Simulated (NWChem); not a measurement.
System: C3H10N cation; SMILES [NH3+]C(C)C

The following NWChem deck was run.

```
start job
memory heap 200 mb stack 900 mb global 1100 mb
charge 1
geometry units angstroms noautosym nocenter noautoz
  C     -0.704882    -1.305500    -0.108228
  C     -0.087811    -0.002692     0.385627
  C     -0.783427     1.259983    -0.108070
  N      1.385205     0.042536    -0.086673
  H     -0.760065    -1.338020    -1.202656
  H     -0.159090    -2.185471     0.250033
  H     -1.726741    -1.377845     0.274898
  H     -0.011022    -0.000457     1.477165
  H     -0.292618     2.171729     0.250317
  H     -1.807811     1.269682     0.275062
  H     -0.840468     1.289164    -1.202506
  H      1.437080     0.044816    -1.113734
  H      1.914542    -0.772773     0.246881
  H      1.863787     0.888186     0.247980
end
basis spherical
  C library 6-31g*
  N library 6-31g*
  H library 6-31g*
end
dft
  xc b3lyp
  iterations 150
end
property
  shielding 9 1 2 4 5 6 7 8 12 13
end
task dft property
```

The geometry was optimised at B3LYP/6-31G* (spherical d).

GIAO values for the isolated, static molecule; σ is the absolute isotropic shielding, δ = σ(reference) − σ with the isolated reference molecule computed at the same levels (13C: tetramethylsilane, 1H: tetramethylsilane, 15N: ammonia).

Atoms are numbered as in the input.

Task: Predict the main results of this run. (B3LYP/6-31G* (spherical d), GIAO.) Quantities: δ C1 (ppm); δ C2 (ppm); δ N4 (ppm); δ H5 (rotor mean) (ppm); δ H8 (ppm); δ H12 (rotor mean) (ppm).

Result: 
```json
{
  "δ C1 (ppm)": "19.6",
  "δ C2 (ppm)": "57.7",
  "δ N4 (ppm)": "53.8",
  "δ H5 (rotor mean) (ppm)": "1.74",
  "δ H8 (ppm)": "4.19",
  "δ H12 (rotor mean) (ppm)": "4.06"
}
```
